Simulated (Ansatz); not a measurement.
C2H7FOSi (`C[SiH](F)CO`) from Hartree–Fock to CCSD(T)

Z-matrix (Å, degrees):
```
C
Si 1 1.855
H 1 1.093 2 111.3
H 1 1.092 2 110.9 3 120.6
H 1 1.094 2 110.4 3 -120.0
F 2 1.613 1 109.2 3 -60.4
C 2 1.879 1 113.4 3 56.0
H 2 1.485 1 111.8 3 -177.8
O 7 1.422 2 111.7 1 -170.4
H 7 1.095 2 109.9 1 71.4
H 7 1.101 2 110.8 1 -45.5
H 9 0.961 7 108.3 2 52.8
```

Total charge 0; spin multiplicity 1. The geometry is a stationary point of PBE0-D4/def2-TZVP. It is one conformer, not always the lowest. Frozen core, restricted reference, Ansatz 0.2.0. CBS rows extrapolate triple and quadruple zeta; past MP2 they add the triple-zeta difference.

```
     basis     HF (Eh)  MP2 corr.
def2-TZVPP  -543.23789   -0.96420
def2-QZVPP  -543.25939   -1.04054
```

(1) Estimate the CCSD correlation energy and the (T) correction in each basis where they were run (hartree).

## Answers

(1) 
```
     basis  CCSD corr.       (T)
def2-TZVPP    -1.00392  -0.03443
 CBS(def2)    -1.13681     as TZ
```
